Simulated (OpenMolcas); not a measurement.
# neutral nitrogen: CASPT2 settings compared

```yaml
Program: OpenMolcas 26.06
Basis: ANO-R1 [3s2p1d]
Scalar_Hamiltonian: X2C, finite nucleus
Active_space: 5 electrons in 4 orbitals (2s 2p)
State_averaging: 2S+1 = 4 odd, 1 root; 2S+1 = 2 odd, 8 roots; 2S+1 = 4 even, 3 roots
Spin-orbit_coupling: RASSI with atomic mean-field integrals over the reference wave functions, term energies averaged over their components
```

Methods on the same reference wave functions:
A. CASSCF
B. SS-CASPT2, IPEA 0.6 Eh, sigma2 regulariser 0.5 Eh (closed shells correlated: 1s)
C. SS-CASPT2, IPEA 0.15 Eh, imaginary shift 0.25 Eh (closed shells correlated: 1s)

Energies in eV above 2s² 2p³ ⁴S°_3/2, the measured ground level; measured values from NIST Handbook of Basic Atomic Spectroscopic Data.

```
          Level        A       B       C  Measured
2s² 2p³ ⁴S°_3/2   0.0000  0.0000  0.0000    0.0000
2s² 2p³ ²D°_3/2   2.8704   2.606   2.659    2.3846
2s² 2p³ ²D°_5/2   2.8705   2.606   2.659    2.3835
2s² 2p³ ²P°_3/2   3.7737   3.767   3.827    3.5756
2s² 2p³ ²P°_1/2   3.7740   3.767   3.827    3.5756
  2s 2p⁴ ⁴P_5/2  11.1865  10.824  10.889   10.9239
  2s 2p⁴ ⁴P_3/2  11.1938  10.832  10.897   10.9294
  2s 2p⁴ ⁴P_1/2  11.1983  10.836  10.901   10.9318
```

Deviations, from unrounded energies. A percentage is the sum of absolute deviations over the sum of measured energies, with the sign that they share, or ± where signs differ.

```json
{"Against measurement": "mean absolute deviation (cm-1)", "Levels": "7", "A": "2500", "B": "1300", "C": "1300"}
{"Against measurement": "other terms of the ground configuration (%)", "Levels": "4", "A": "+11.5", "B": "+6.9", "C": "+8.8"}
{"Against measurement": "other configurations (%)", "Levels": "3", "A": "+2.4", "B": "-0.9", "C": "-0.3"}
```

B, C lie about equally close to measurement and A furthest from it. The largest miss of B in the table is 2s² 2p³ ²D°_5/2, by +1800 cm-1. The ranking rests on the paired levels alone, and a cruder setting can come out closer through cancelling errors.

Between B and C the level of the table that moves most is 2s 2p⁴ ⁴P_5/2, by 520 cm-1 (lowest in B, highest in C). Moves below CASPT2's spread within the term are not significant.

The mean deviations of B to C differ by less than CASPT2's widest spread within a term (200 cm-1), so their order carries little weight.

From A to B the spin-free energies of the other terms of 2s² 2p³ shown, above ⁴S°, scale by factors of 0.91 to 1.00.

The lowest spin-free term lies below A's lowest term by 0.066 hartree in B, 0.076 hartree in C.

CASPT2 does not keep the components of a term degenerate, so their means are used; among the terms shown or strongly mixed into the levels shown the widest spread is 200 cm-1 (2s² 2p³ ²D°, B). Without dynamic correlation excited terms often stand tens of per cent too high (terms of higher spin than the ground term too low), and those without a measured partner can miss by more than the paired ones (holds for A). Measured partners are found by configuration, term and J. A level has none where our copy of the source lacks it or the pairing is in doubt (some pairs that miss far off the trend of their configuration count as doubtful), and it then counts in no deviation. Only configurations of the active space appear.

° marks odd parity.
